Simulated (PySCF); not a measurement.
Compound: ethyldifluoroborane, C2H5BF2.
Geometry (PBE0-D3(BJ)/def2-TZVP, Å), atoms numbered from 1 in this order:
```
atom  x, y, z in Å
C1    -1.0619   -0.3831   -0.4651
C2     0.1457    0.5156   -0.2332
B3     1.1938   -0.0109    0.7924
F4     1.0639   -1.1699    1.4169
F5     2.2781    0.6876    1.0899
H6    -1.7462    0.0491   -1.1977
H7    -0.7609   -1.3672   -0.8297
H8    -1.6216   -0.5404    0.4594
H9     0.6795    0.7054   -1.1737
H10   -0.1658    1.5136    0.0999
```

Level of theory: PBE0-D3(BJ)/def2-TZVP geometry optimisation, gas phase in PySCF.

Take the most abundant isotopes and a rigid rotor. The values belong to one conformer with, in the numbering `[CH3:1][CH2:2][B:3]([F:4])[F:5]`, C1–C2–B3–F4 1°.

(1) What are A, B and C (cm⁻¹)?

(2) Classify the top.

(3) Is it planar, by Δ = Ic − Ia − Ib?

(4) Give the other two planar moments, Paa and Pbb, and the rms extents of the mass along the axes.

(5) List the rotational levels J(Ka,Kc) to J = 5 (MHz).

(6) Predict some low-J microwave lines.

(7) Estimate the classical rotational partition function at 100 K, 298.15 K and 500 K.

## Answers

(1) Ia = 56.75, Ib = 145.99, Ic = 196.62 u·Å²; 505379 MHz·u·Å²/I gives 8905, 3462 and 2570 MHz, that is A = 0.29703, B = 0.11547, C = 0.08574 cm⁻¹.

(2) An asymmetric top: κ = (2 × 3462 − 8905 − 2570)/(8905 − 2570) = -0.72.

(3) Not planar: Δ = Ic − Ia − Ib = -6.13 u·Å². For a rigid frame Δ = −2 Σ m c², so Σ m c² = 3.06 u·Å² lies off the ab plane, practically all of it from hydrogen. The atom farthest from that plane is 0.90 Å away.

(4) Paa = Σ m a² = (Ib + Ic − Ia)/2 = 142.93 and Pbb = Σ m b² = (Ia + Ic − Ib)/2 = 53.69 u·Å². With the mass M = 78.05 u, the rms extents √(P/M) along a, b and c are 1.35, 0.83, 0.20 Å.

(5) Above 0(0,0):
J = 1: 1(0,1) 6032, 1(1,1) 11475, 1(1,0) 12366
J = 2: 2(0,2) 17996, 2(1,2) 22648, 2(1,1) 25322, 2(2,1) 41651, 2(2,0) 41751
J = 3: 3(0,3) 35697, 3(1,3) 39347, 3(1,2) 44689, 3(2,2) 59747, 3(2,1) 60243, 3(3,1) 89250, 3(3,0) 89257
J = 4: 4(0,4) 58887, 4(1,4) 61512, 4(1,3) 70375, 4(2,3) 83797, 4(2,2) 85231, 4(3,2) 113560, 4(3,1) 113610, 4(4,1) 154617, 4(4,0) 154618
J = 5: 5(0,5) 87332, 5(1,5) 89071, 5(1,4) 102245, 5(2,4) 113734, 5(2,3) 116880, 5(3,3) 143998, 5(3,2) 144195, 5(4,2) 185002, 5(4,1) 185005, 5(5,1) 237791, 5(5,0) 237791
The levels of one J sum to (2J + 1)J(J + 1)(A + B + C)/3.

(6) The dipole components are |μa| = 1.49 D, |μb| = 0.80 D, |μc| = 0.00 D; the mirror of this Cs structure is the ab plane, so μc vanishes by symmetry (the 0.01 D computed is a residue) and there are no c-type lines. Intensities carry the squares of the components, which stand as 1.00 : 0.29 (a : b). Some lines, for components of 0.1 D or more:

```json
{"type": "a", "branch": "Q", "J(Ka,Kc)": "1(1,0) ← 1(1,1)", "MHz": "891", "lower level (cm⁻¹)": "0.383"}
{"type": "a", "branch": "Q", "J(Ka,Kc)": "2(1,1) ← 2(1,2)", "MHz": "2674", "lower level (cm⁻¹)": "0.755"}
{"type": "a", "branch": "R", "J(Ka,Kc)": "1(0,1) ← 0(0,0)", "MHz": "6032", "lower level (cm⁻¹)": "0.000"}
{"type": "b", "branch": "Q", "J(Ka,Kc)": "1(1,0) ← 1(0,1)", "MHz": "6334", "lower level (cm⁻¹)": "0.201"}
{"type": "b", "branch": "R", "J(Ka,Kc)": "2(0,2) ← 1(1,1)", "MHz": "6521", "lower level (cm⁻¹)": "0.383"}
{"type": "b", "branch": "Q", "J(Ka,Kc)": "2(1,1) ← 2(0,2)", "MHz": "7326", "lower level (cm⁻¹)": "0.600"}
{"type": "a", "branch": "R", "J(Ka,Kc)": "2(1,2) ← 1(1,1)", "MHz": "11173", "lower level (cm⁻¹)": "0.383"}
{"type": "b", "branch": "R", "J(Ka,Kc)": "1(1,1) ← 0(0,0)", "MHz": "11475", "lower level (cm⁻¹)": "0.000"}
{"type": "a", "branch": "R", "J(Ka,Kc)": "2(0,2) ← 1(0,1)", "MHz": "11964", "lower level (cm⁻¹)": "0.201"}
{"type": "a", "branch": "R", "J(Ka,Kc)": "2(1,1) ← 1(1,0)", "MHz": "12956", "lower level (cm⁻¹)": "0.412"}
{"type": "b", "branch": "Q", "J(Ka,Kc)": "2(2,0) ← 2(1,1)", "MHz": "16429", "lower level (cm⁻¹)": "0.845"}
{"type": "b", "branch": "R", "J(Ka,Kc)": "2(1,2) ← 1(0,1)", "MHz": "16616", "lower level (cm⁻¹)": "0.201"}
{"type": "b", "branch": "Q", "J(Ka,Kc)": "2(2,1) ← 2(1,2)", "MHz": "19003", "lower level (cm⁻¹)": "0.755"}
{"type": "b", "branch": "R", "J(Ka,Kc)": "2(2,1) ← 1(1,0)", "MHz": "29284", "lower level (cm⁻¹)": "0.412"}
{"type": "b", "branch": "R", "J(Ka,Kc)": "2(2,0) ← 1(1,1)", "MHz": "30276", "lower level (cm⁻¹)": "0.383"}
```

(7) Point group Cs, symmetry number σ = 1; q = (√π/σ)·√((kT/h)³/(ABC)), k/h = 20836.6 MHz/K: 18900 at 100 K, 97500 at 298.15 K, 212000 at 500 K.

No frequency check. These are rigid-rotor constants of the computed structure; measured ground-state constants (B0) also hold zero-point vibration. A rigid rotor knows nothing of internal rotation, which can split or shift real lines. Quadrupole hyperfine structure (11B) is left out.

On an Arm Neoverse V2 with one thread, shared host with 96 logical CPUs at a one-minute load of 49, this took 58 s wall and 0.83 GiB of memory at its peak. This is the geometry optimisation.
